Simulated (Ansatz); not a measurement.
A set of 12 reactions (silylene extrusion), with CCSD(T)/CBS values in kJ/mol:

```
                                              reaction     ΔE
                   `C[SiH2]/N=C/F` → `N=CF` + `C[SiH]`  288.9
                      `F[SiH2][TeH]` → `F[SiH]` + H₂Te  265.0
   `O[SiH](O)/C=C\[SiH2]Cl` → `C=C[SiH2]Cl` + `O[Si]O`  137.3
                       `NC[SiH2]F` → CH₃NH₂ + `F[SiH]`  196.9
                        `B[SiH2]CS` → `BCS` + `[SiH2]`  205.3
           `O[SiH](O)N[SiH2]F` → `N[SiH2]F` + `O[Si]O`  211.5
`CO[Si@@H](N)[Si@@H](N)OC` → `CO[SiH](N)N` + `CO[SiH]`  149.3
                    `B[SiH](F)BCl` → `BBCl` + `F[SiH]`  172.2
        `F[Si]([SiH3])(Cl)Cl` → `F[Si]Cl` + `[SiH3]Cl`  152.6
  `[OH][SbH][CH2][SiH3]` → `[CH3][SbH][OH]` + `[SiH2]`  242.5
             `F[SiH2]O[SiH2]F` → `O[SiH2]F` + `F[SiH]`  331.9
                      `BC(B)[SiH3]` → `BCB` + `[SiH2]`  267.6
```

Gas-phase electronic energies from Ansatz, PBE0-D4/def2-TZVP geometries. CCSD(T)/CBS adds triple-zeta CCSD(T) − MP2 to the extrapolated MP2 energy (def2 sets, frozen cores). This one scheme is used for every species. Double bonds are as drawn, so ΔE can hold a change between cis and trans. DFT in def2-TZVPP. B3LYP here is the variant with VWN-RPA as its local correlation; programs differ in this. def2 core potentials past Kr. For Sb, Te outer-core shells are correlated without core-valence functions, which leaves a few kJ/mol of doubt a bond. One conformer a species, not always the lowest.

Give the mean, mean absolute and largest difference (level minus CCSD(T)/CBS, kJ/mol) for: PBE-D4, PBE0-D4, B3LYP-D4, ωB97X-V, ωB97M-V, B2PLYP, r2SCAN, B3LYP, HF/def2-TZVPP, CCSD(T)/def2-TZVPP, HF/def2-QZVPP, SCS-MP2/def2-QZVPP, HF/CBS(def2), MP2/CBS(def2). (An estimate is asked.)

The calculation gave: 
| level | mean | mean absolute | largest |
| --- | --- | --- | --- |
| PBE-D4 | -1.7 | 8.0 | -20.8 |
| PBE0-D4 | 9.9 | 10.1 | 19.1 |
| B3LYP-D4 | -7.4 | 7.4 | -11.3 |
| ωB97X-V | 7.4 | 7.4 | 12.4 |
| ωB97M-V | -9.0 | 9.0 | -13.9 |
| B2PLYP | -9.9 | 9.9 | -14.6 |
| r2SCAN | 14.2 | 14.2 | 18.7 |
| B3LYP | -23.5 | 23.5 | -30.6 |
| HF/def2-TZVPP | -16.5 | 18.2 | -41.1 |
| CCSD(T)/def2-TZVPP | -6.0 | 6.0 | -12.2 |
| HF/def2-QZVPP | -16.5 | 18.6 | -40.2 |
| SCS-MP2/def2-QZVPP | 3.0 | 4.4 | 10.2 |
| HF/CBS(def2) | -16.5 | 18.6 | -40.0 |
| MP2/CBS(def2) | 16.6 | 16.6 | 24.3 |

The largest T1 diagnostic in the set is 0.015, for `CO[SiH]` (customary mark 0.02).

CCSD(T)/CBS is a level of theory with its own doubt, and the functionals carry their triple-zeta basis error, so these figures describe this set and don't rank the functionals.
